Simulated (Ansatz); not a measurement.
Relaxation of a periodic cell of 25 atoms, H2CSO (contents 5 OCS + 5 H2, density as packed 1.01 g/cm³ with natural masses), to a largest force component of 0.3 eV/Å in at most 15 steps.

All numbers below come from DFT PBEsol, scalar-relativistic, plane waves, PAW in Ansatz. Settings: accuracy low, cutoff 420 eV, k mesh 1x1x1, fermi-dirac smearing 0.02 eV, no spin polarisation.

```xyz
25
Lattice="7.9817 0.0000 0.0000 0.0000 7.9817 0.0000 0.0000 0.0000 7.9817" Properties=species:S:1:pos:R:3:forces:R:3
O 7.325 2.024 0.372 0.15 0.44 1.13
C 7.544 2.776 1.253 -0.46 -0.33 -0.37
S 7.836 3.773 2.423 -0.57 0.06 -0.73
O 4.896 -0.360 4.402 -0.07 1.44 0.68
C 4.516 0.748 4.539 0.36 -0.52 0.15
S 4.011 2.218 4.722 0.24 -0.28 -0.04
O 3.191 5.727 3.536 -0.22 0.92 -0.82
C 3.223 6.694 2.862 -0.06 -1.11 0.31
S 3.267 7.977 1.967 -0.21 -0.55 -0.29
O 0.786 2.249 4.701 -0.28 0.60 0.93
C 0.569 3.056 5.532 0.24 -0.36 -0.20
S 0.281 4.128 6.635 0.31 -0.01 -0.78
O 1.876 7.440 6.155 -1.16 0.01 0.15
C 0.707 7.458 6.308 0.89 0.02 -0.10
S -0.845 7.482 6.511 0.36 -0.12 -0.07
H -0.014 6.676 3.347 -0.06 0.21 0.72
H 0.145 6.588 2.633 0.32 0.02 -0.78
H 2.158 2.306 2.043 0.62 0.02 0.00
H 1.481 2.019 2.103 -0.28 -0.49 0.17
H 2.843 3.685 1.163 -0.52 0.43 0.21
H 3.459 3.409 0.868 0.75 -0.16 -0.40
H 6.065 5.631 3.880 -0.13 -0.21 0.68
H 6.072 5.748 3.153 -0.07 -0.04 -0.59
H 5.319 4.984 7.220 -0.14 0.54 0.61
H 5.377 4.502 6.665 0.03 -0.52 -0.59
```

Q: Where does it end, and by what steps?

A: It converged. The threshold is loose, so the end isn't yet a minimum. The force dipped under the threshold on the way, but the program's further checks kept it going. Limits of this set-up: coarse k mesh, low accuracy level. After 14 steps the energy has fallen by 1.532 eV; S9 moved furthest, 1.43 Å.

| step | energy less start (eV) | largest force component (eV/Å) | accepted |
| --- | --- | --- | --- |
| 0 | 0.0000 | 1.437 | yes |
| 1 | -0.5576 | 0.633 | yes |
| 2 | -0.8387 | 0.692 | yes |
| 3 | -0.9965 | 0.658 | yes |
| 4 | -1.1230 | 0.639 | yes |
| 5 | -1.2226 | 0.870 | yes |
| 6 | -1.2936 | 0.717 | yes |
| 7 | -1.3423 | 0.626 | yes |
| 8 | -1.3708 | 0.660 | yes |
| 9 | -1.4117 | 0.369 | yes |
| 10 | -1.4415 | 0.587 | yes |
| 11 | -1.4640 | 0.944 | yes |
| 12 | -1.5016 | 0.591 | yes |
| 13 | -1.5324 | 0.209 | yes |
| 14 | -1.5324 | 0.209 | yes |

```xyz
25
Lattice="7.9817 0.0000 0.0000 0.0000 7.9817 0.0000 0.0000 0.0000 7.9817" Properties=species:S:1:pos:R:3
O 6.911 1.750 0.884
C 7.143 2.825 1.271
S 7.451 4.269 1.786
O 4.833 0.144 4.881
C 4.671 1.288 4.706
S 4.440 2.817 4.466
O 2.720 5.638 3.225
C 3.202 6.210 2.331
S 3.840 6.978 1.129
O -0.188 2.040 4.812
C 0.425 2.770 5.488
S 1.229 3.746 6.402
O 2.026 8.523 6.420
C 1.106 7.803 6.409
S -0.122 6.837 6.392
H -0.101 7.130 3.056
H -0.099 7.329 2.319
H 2.039 1.540 2.149
H 1.445 1.430 2.610
H 3.281 3.375 1.269
H 3.899 3.581 0.870
H 5.517 5.785 4.445
H 5.805 5.456 3.814
H 5.274 5.070 7.231
H 5.343 4.606 6.629
```

Whether the end is a true minimum wasn't checked by a vibrational analysis.

Time of the run: 52 s on 1 thread of Arm Neoverse V1, on a shared host, peak memory 0.47 GiB.
